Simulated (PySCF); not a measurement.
C5H11NO.
Bonds: C1–C2, C2–N3, N3–C4, C4–O5 (double), N3–C6, C6–C7. Hydrogens: H8, H9, H10 on C1; H11, H12 on C2; H13 on C4; H14, H15 on C6; H16, H17, H18 on C7.

The same species was optimised twice, with GFN2-xTB and with PBE0-D3(BJ)/def2-SVP (PySCF), and the same property calculations (PySCF, gas phase) were run on both structures.

| coordinate | GFN2-xTB | PBE0-D3(BJ)/def2-SVP | change |
| --- | --- | --- | --- |
| N3–C4 (Å) | 1.343 | 1.358 | +0.015 |
| C6–C7 (Å) | 1.529 | 1.521 | -0.008 |
| C1–C2 (Å) | 1.526 | 1.521 | -0.005 |
| C4=O5 (Å) | 1.208 | 1.210 | +0.002 |
| N3–C6 (Å) | 1.445 | 1.446 | +0.001 |
| C2–N3 (Å) | 1.451 | 1.450 | -0.001 |
| N3–C6–C7 (°) | 112.1 | 113.8 | +1.7 |
| C1–C2–N3 (°) | 111.6 | 113.0 | +1.4 |
| C2–N3–C6 (°) | 118.5 | 119.7 | +1.2 |
| C4–N3–C6 (°) | 122.1 | 121.4 | -0.7 |
| C2–N3–C4 (°) | 119.3 | 119.0 | -0.3 |
| N3–C4–O5 (°) | 125.6 | 125.3 | -0.3 |
| C1–C2–N3–C4 (°) | 95 | 93 | -2 |
| C2–N3–C4–O5 (°) | 1 | 1 | 0 |
| C2–N3–C6–C7 (°) | -85 | -79 | +6 |

Rotational constants: A = 3073, B = 2170, C = 1457 MHz (GFN2-xTB) against A = 3099, B = 2119, C = 1439 MHz (PBE0-D3(BJ)/def2-SVP). Point groups within 0.08 Å: C1 and C1.

On the GFN2-xTB structure: HOMO (eV) -6.99 [PBE0/pcSseg-1]; LUMO (eV) 0.83 [PBE0/pcSseg-1]; dipole (D) 4.11 [PBE0/pcSseg-1]; GIAO shielding of C1 (ppm) 172.4 [PBE0/pcSseg-1]; GIAO shielding of C2 (ppm) 149.0 [PBE0/pcSseg-1]; GIAO shielding of N3 (ppm) 117.2 [PBE0/pcSseg-1]; GIAO shielding of C4 (ppm) 24.1 [PBE0/pcSseg-1]; GIAO shielding of O5 (ppm) -81.9 [PBE0/pcSseg-1]; GIAO shielding of C6 (ppm) 144.1 [PBE0/pcSseg-1]; GIAO shielding of C7 (ppm) 169.1 [PBE0/pcSseg-1].

Task: What do these properties become on the PBE0-D3(BJ)/def2-SVP structure?

Result: 
```tsv
property	level	on GFN2-xTB	on PBE0-D3(BJ)/def2-SVP	change
HOMO (eV)	PBE0/pcSseg-1	-6.99	-7.02	-0.03
LUMO (eV)	PBE0/pcSseg-1	0.83	0.76	-0.07
dipole (D)	PBE0/pcSseg-1	4.11	4.04	-0.07
energy, GFN2-xTB geometry as zero (kcal/mol)	PBE0/pcSseg-1	0.0	-0.6	-0.6
GIAO shielding of C1 (ppm)	PBE0/pcSseg-1	172.4	171.0	-1.4
GIAO shielding of C2 (ppm)	PBE0/pcSseg-1	149.0	148.9	-0.1
GIAO shielding of N3 (ppm)	PBE0/pcSseg-1	117.2	114.6	-2.6
GIAO shielding of C4 (ppm)	PBE0/pcSseg-1	24.1	21.6	-2.5
GIAO shielding of O5 (ppm)	PBE0/pcSseg-1	-81.9	-89.4	-7.5
GIAO shielding of C6 (ppm)	PBE0/pcSseg-1	144.1	143.7	-0.4
GIAO shielding of C7 (ppm)	PBE0/pcSseg-1	169.1	168.3	-0.8
```

The heavy atoms differ by 0.046 Å rms after alignment. Among bonds between heavy atoms N3–C4 changes most (+0.015 Å). Changes are differences of the printed values. Neither structure is proved a minimum here.

Shape of the structure used: `[CH3:1][CH2:2][N:3]([CH:4]=[O:5])[CH2:6][CH3:7]`: C1–C2–N3–C4 93°, C2–N3–C4–O5 1°, C2–N3–C6–C7 -79°.
